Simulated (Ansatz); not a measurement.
A nudged elastic band was laid between two geometries of ClH3Sn + H4Si (10 atoms, charge 0, multiplicity 1).

Computed with Ansatz, RKS PBE-D4/def2-SVP.

| Quantity | Value |
| --- | --- |
| movable images | 7 |
| climbing image | yes |
| spring | 5.0 eV/Å² |
| optimiser | quadratic models (default) |
| start path | through a guess of the saddle point |
| force threshold | 0.03 eV/Å |
| iteration limit | 60 |
| end points | relaxed |

Initial state:

```xyz
10
Properties=species:S:1:pos:R:3
Sn -0.320 -0.640 -0.162
H -0.610 -1.027 1.492
H 1.354 -0.501 -0.544
Cl -1.271 1.519 -0.511
H -1.161 -1.687 -1.242
Si 1.358 2.975 1.432
H 2.494 3.575 2.219
H 1.672 3.077 -0.031
H 0.089 3.707 1.763
H 1.233 1.527 1.825
```

Final state:

```xyz
10
Properties=species:S:1:pos:R:3
Sn 0.243 0.512 -0.614
H -0.005 -0.057 2.883
H 1.412 -0.138 -1.712
Cl -1.479 1.437 -1.989
H -0.517 -0.767 0.270
Si 1.075 2.503 0.806
H 2.235 2.080 1.666
H 1.515 3.598 -0.124
H -0.046 2.992 1.676
H 0.403 0.366 3.379
```

(1) Which bonds break or form, and what moves?

(2) What energy profile does the band end with?

(3) What is the geometry of the highest image?

The band took 26 iterations and roughly 11 core-minutes.

Results:

(1) Bonds broken: Sn1–H2, Si6–H10. Bonds formed: Sn1–Si6, H2–H10. ClH3Sn + H4Si becomes ClH5SiSn + H2.

(2) The run converged. The highest image is number 4 of 0 to 8, 2.41 eV above the first end and 2.49 eV above the last; the last end lies 0.07 eV below the first. Beside the main top the profile has a ripple of under 15 meV (maxima at images 4, 7), which may be a very shallow well or noise. Neighbouring images differ by up to 2.4 eV, so the band resolves the path poorly. A vibrational analysis at the climbing image gives one clearly imaginary mode, 1406i cm⁻¹: a first-order saddle point. The orbitals stay closed-shell, which can raise the energy where a bond breaks towards radicals; this wasn't checked here.

```
image  path coordinate (Å)  energy (eV)  Sn1–H2 (Å)  Si6–H10 (Å)  Sn1–Si6 (Å)
    0                 0.00         0.00        1.72         1.51         4.29
    1                 1.49         0.00        1.72         1.50         4.47
    2                 2.98         0.01        1.72         1.50         4.57
    3                 4.47         0.46        1.73         1.50         3.75
    4                 5.96         2.41        1.98         1.85         2.92
    5                 7.31         0.04        2.79         2.81         2.59
    6                 8.67        -0.07        3.43         3.86         2.58
    7                10.03        -0.07        3.52         3.56         2.58
    8                11.38        -0.07        3.55         3.41         2.58
```

(3) 
```xyz
10
Properties=species:S:1:pos:R:3
Sn 0.027 0.089 -0.068
H 1.026 -0.572 1.514
H 1.241 -0.553 -1.091
Cl -0.895 1.835 -1.554
H -1.425 -0.516 0.607
Si 0.898 2.545 1.247
H 1.710 2.602 2.521
H 1.683 3.180 0.139
H -0.426 3.208 1.482
H 0.998 0.708 1.442
```

Time of the run: 5.5 min on 2 threads of Arm Neoverse V1 (shared host), peak memory 0.14 GiB.
